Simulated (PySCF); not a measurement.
Molecule: `[SiH3][Si@@](N)(O)P`, H8NOPSi2.

Atom-mapped SMILES (the numbers label the heavy atoms): `[NH2:1][Si@@:2]([OH:3])([SiH3:4])[PH2:5]`. Hydrogens are named by the atom that carries them.

Geometry PBE0-D3(BJ)/def2-SVP throughout; GIAO in PySCF 2.14, gas phase, one conformer, non-relativistic; equivalent atoms averaged; functional PBE0.

Question: How do the shifts δ (against NH3, TMS, H2O, H3PO4 at the same level) depend on the basis set? (ppm; last column core-seconds on shared hosts with different chips, so compare them loosely)

Answer: 
```
    basis set  functions     N1   Si2     Si4     O3      P5  H(Si4)  H(P5)  H(N1)  H(O3)  core-s
       STO-3G         45  -26.2  24.9   -91.5  -40.3  -173.7    1.72   0.16  -1.25  -3.00     5.7
        6-31G         73   30.0  36.4   -77.9   58.4  -253.0    3.31   1.73   0.72   0.62      12
       6-31G*         98   37.3  19.4   -70.7   74.9  -216.6    3.64   1.80   0.98   1.43      17
     def2-SVP        122   41.8  -2.9   -97.9   84.0  -232.2    3.53   1.58   1.03   1.12      20
     pcSseg-1        146   48.7   1.6  -105.4   90.9  -261.2    3.47   1.76   1.28   1.45      11
6-311+G(2d,p)        207   48.5   3.1  -105.6   86.8  -266.5    3.77   1.95   1.24   1.04      40
    def2-TZVP        221   50.8  -0.1  -108.9   93.5  -272.6    3.75   1.87   1.29   1.18      44
```

Question: Which nucleus moves most, in ppm?

Answer: O3 (oxygen bonded to Si, H): from -40.3 ppm with STO-3G to 93.5 ppm with def2-TZVP. The smallest spread is 1.79 ppm, at H(P5).

Question: Taking the largest basis, def2-TZVP (221 functions), as the yardstick, rank the others by their worst heavy-atom deviation.

Answer: 6-311+G(2d,p) 6.7 ppm (207 functions), pcSseg-1 11.5 ppm (146 functions), 6-31G 36.5 ppm (73 functions), def2-SVP 40.5 ppm (122 functions), 6-31G* 56.0 ppm (98 functions), STO-3G 133.8 ppm (45 functions).

A small basis that lands close on one nucleus may do so by chance; judge by the trend and by all nuclei.
